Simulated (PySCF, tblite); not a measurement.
Compound: C7H16Si2.
Cartesian coordinates in Å at the GFN2-xTB level; atoms count from 1:
```xyz
25
C7H16Si2 angstrom
C      3.779    1.109    0.445
C      3.301    0.232   -0.423
Si     1.644   -0.660   -0.254
C      0.472   -0.112   -1.674
C     -0.445    0.995   -1.149
C     -1.150    0.613    0.161
C     -2.182   -0.493   -0.068
C     -3.188   -0.592    1.071
Si     0.220    0.093    1.408
H      4.729    1.606    0.311
H      3.237    1.370    1.341
H      3.897    0.008   -1.301
H      1.932   -2.101   -0.390
H      1.011    0.250   -2.550
H     -0.133   -0.954   -2.010
H     -1.195    1.248   -1.908
H      0.153    1.896   -0.977
H     -1.692    1.498    0.510
H     -1.679   -1.457   -0.187
H     -2.726   -0.294   -0.997
H     -3.903   -1.390    0.884
H     -2.684   -0.796    2.013
H     -3.737    0.341    1.174
H     -0.279   -0.883    2.384
H      0.606    1.274    2.195
```

The calculation used PBE0/pcSseg-1 in PySCF (dipole) on a GFN2-xTB geometry, gas phase.

Take the most abundant isotopes and a rigid rotor. The values belong to one conformer with, in the numbering `[CH2:1]=[CH:2][Si@@H:3]1[CH2:4][CH2:5][C@@H:6]([CH2:7][CH3:8])[SiH2:9]1`, C1–C2–Si3–C4 115°, C5–C6–C7–C8 -162°, C2–Si3–C4–C5 -97°, Si3–C4–C5–C6 -51°, C4–C5–C6–C7 -69°, C5–C6–Si9–Si3 -29°.

**Question.** What are A, B and C (MHz)?

**Answer.** Ia = 223.60, Ib = 746.46, Ic = 831.88 u·Å²; 505379 MHz·u·Å²/I gives A = 2260, B = 677.0, C = 607.5 MHz.

**Question.** Classify the top.

**Answer.** A near-prolate asymmetric top; Ray's κ = -0.916.

**Question.** Is it planar, by Δ = Ic − Ia − Ib?

**Answer.** Not planar: Δ = Ic − Ia − Ib = -138.19 u·Å². For a rigid frame Δ = −2 Σ m c², so Σ m c² = 69.09 u·Å² lies off the ab plane: 22.34 from hydrogen and 46.75 from heavier atoms. The atom farthest from that plane is 2.29 Å away.

**Question.** Give the other two planar moments, Paa and Pbb, and the rms extents of the mass along the axes.

**Answer.** Paa = Σ m a² = (Ib + Ic − Ia)/2 = 677.37 and Pbb = Σ m b² = (Ia + Ic − Ib)/2 = 154.51 u·Å². With the mass M = 156.08 u, the rms extents √(P/M) along a, b and c are 2.08, 0.99, 0.67 Å.

**Question.** Where do the levels up to J = 5 lie, in cm⁻¹?

**Answer.** Above 0(0,0):
J = 1: 1(0,1) 0.0428, 1(1,1) 0.0957, 1(1,0) 0.0980
J = 2: 2(0,2) 0.1285, 2(1,2) 0.1790, 2(1,1) 0.1860, 2(2,1) 0.3444, 2(2,0) 0.3445
J = 3: 3(0,3) 0.2567, 3(1,3) 0.3041, 3(1,2) 0.3180, 3(2,2) 0.4730, 3(2,1) 0.4733, 3(3,1) 0.7428, 3(3,0) 0.7428
J = 4: 4(0,4) 0.4274, 4(1,4) 0.4707, 4(1,3) 0.4938, 4(2,3) 0.6443, 4(2,2) 0.6454, 4(3,2) 0.9144, 4(3,1) 0.9144, 4(4,1) 1.2920, 4(4,0) 1.2920
J = 5: 5(0,5) 0.6401, 5(1,5) 0.6788, 5(1,4) 0.7135, 5(2,4) 0.8584, 5(2,3) 0.8609, 5(3,3) 1.1289, 5(3,2) 1.1289, 5(4,2) 1.5064, 5(4,1) 1.5064, 5(5,1) 1.9920, 5(5,0) 1.9920
Those of J = 1 are B + C, A + C and A + B.

**Question.** Which lines would a microwave search look for?

**Answer.** The dipole components are |μa| = 0.04 D, |μb| = 0.55 D, |μc| = 0.44 D. The squared components, which scale the intensities, stand as 0.01 : 1.00 : 0.65 (a : b : c). Some lines, for components of 0.1 D or more:

```json
{"type": "b", "branch": "R", "J(Ka,Kc)": "2(0,2) ← 1(1,1)", "MHz": "984", "lower level (cm⁻¹)": "0.096"}
{"type": "c", "branch": "Q", "J(Ka,Kc)": "4(1,4) ← 4(0,4)", "MHz": "1298", "lower level (cm⁻¹)": "0.427"}
{"type": "c", "branch": "Q", "J(Ka,Kc)": "1(1,1) ← 1(0,1)", "MHz": "1583", "lower level (cm⁻¹)": "0.043"}
{"type": "b", "branch": "Q", "J(Ka,Kc)": "1(1,0) ← 1(0,1)", "MHz": "1653", "lower level (cm⁻¹)": "0.043"}
{"type": "b", "branch": "R", "J(Ka,Kc)": "1(1,1) ← 0(0,0)", "MHz": "2868", "lower level (cm⁻¹)": "0.000"}
{"type": "b", "branch": "R", "J(Ka,Kc)": "4(0,4) ← 3(1,3)", "MHz": "3697", "lower level (cm⁻¹)": "0.304"}
{"type": "b", "branch": "Q", "J(Ka,Kc)": "3(2,2) ← 3(1,3)", "MHz": "5064", "lower level (cm⁻¹)": "0.304"}
{"type": "b", "branch": "R", "J(Ka,Kc)": "3(1,3) ← 2(0,2)", "MHz": "5264", "lower level (cm⁻¹)": "0.128"}
{"type": "b", "branch": "Q", "J(Ka,Kc)": "3(3,1) ← 3(2,2)", "MHz": "8091", "lower level (cm⁻¹)": "0.473"}
{"type": "c", "branch": "R", "J(Ka,Kc)": "3(2,2) ← 2(1,2)", "MHz": "8812", "lower level (cm⁻¹)": "0.179"}
{"type": "b", "branch": "R", "J(Ka,Kc)": "4(2,2) ← 3(1,3)", "MHz": "10233", "lower level (cm⁻¹)": "0.304"}
{"type": "b", "branch": "Q", "J(Ka,Kc)": "4(4,1) ← 4(3,2)", "MHz": "11321", "lower level (cm⁻¹)": "0.914"}
{"type": "c", "branch": "R", "J(Ka,Kc)": "3(3,1) ← 2(2,1)", "MHz": "11944", "lower level (cm⁻¹)": "0.344"}
```

**Question.** Estimate the classical rotational partition function at 50 K, 100 K and 200 K.

**Answer.** Point group C1, symmetry number σ = 1; q = (√π/σ)·√((kT/h)³/(ABC)), k/h = 20836.6 MHz/K: 61800 at 50 K, 175000 at 100 K, 495000 at 200 K.

Its GFN2-xTB frequencies are all real (lowest 24 cm⁻¹). These are rigid-rotor constants of the computed structure; measured ground-state constants (B0) also hold zero-point vibration. A rigid rotor knows nothing of internal rotation, which can split or shift real lines.
